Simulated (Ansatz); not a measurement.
Ansatz (a quantum-chemistry and plane-wave program) input (PBE/STO-3G):

Ansatz 0.2 input:
```yaml
crystal:
  periodic: [false, false, false]
  atoms:
    - {symbol: C, position_ang: [1.93247900, -0.08126400, 0.33074900]}
    - {symbol: C, position_ang: [0.69176600, -0.29335800, 0.02596800]}
    - {symbol: C, position_ang: [-0.61454500, -0.46758400, -0.12127800]}
    - {symbol: O, position_ang: [-1.56059900, 0.62372400, -0.10743000]}
    - {symbol: H, position_ang: [2.60144600, 0.10003200, -0.52662500]}
    - {symbol: H, position_ang: [-1.13045500, -1.41076100, -0.23471300]}
    - {symbol: H, position_ang: [-1.04439500, 1.37417600, 0.20815100]}
basis:
  gaussian:
    orbitals: STO-3G
hamiltonian:
  xc: {name: PBE}
total_charge: -1
output: {forces: true}
```

Output:

```
Functional definition: PBE
integrals: 0.01 GiB planned
322 factors; integrals over basis functions are off by at most 3.3e-5 eV
mean field: 0.06 GiB planned
mean field evaluation 1: about -5120.6338 eV, gradient 3.7e1 eV
mean field evaluation 2: about -5077.1986 eV, gradient 1.1e2 eV
mean field evaluation 4: about -5125.4994 eV, gradient 1.2e1 eV
mean field evaluation 8: about -5125.8136 eV, gradient 2.7e-1 eV
mean field evaluation 16: about -5125.8139 eV, gradient 1.5e-5 eV
mean field -5125.81387000 eV, -188.3701853212 hartree, gradient 1.5e-5 eV, S^2 0.000000; 0 other end points of the search recorded, 0 dependent functions left out
the calculation of the forces begins
reference -5125.81388722 eV, -188.3701859538 hartree; 15, 15 occupied and 8, 8 virtual orbitals, 322 factors
Total energy: -5125.81388722 eV, -188.3701859538 hartree
Atom 0 at     1.932479    -0.081264     0.330749 Å, force    -0.238945    -0.105186     1.003123 eV/Å
Atom 1 at     0.691766    -0.293358     0.025968 Å, force     1.287404     0.027365    -0.352778 eV/Å
Atom 2 at    -0.614545    -0.467584    -0.121278 Å, force     0.255161    -0.053967     0.272236 eV/Å
Atom 3 at    -1.560599     0.623724    -0.107430 Å, force    -3.934079    -2.085838    -1.388490 eV/Å
Atom 4 at     2.601446     0.100032    -0.526625 Å, force     0.599219     0.152792    -0.693196 eV/Å
Atom 5 at    -1.130455    -1.410761    -0.234713 Å, force    -0.534518    -0.737989    -0.115119 eV/Å
Atom 6 at    -1.044395     1.374176     0.208151 Å, force     2.565758     2.802822     1.274223 eV/Å
Dipole moment:    -0.618459     0.259909    -0.175244 e Å
```

The dipole moment of an ion depends on the origin.

The geometry given is a B3LYP-D3(BJ)/def2-TZVP minimum.
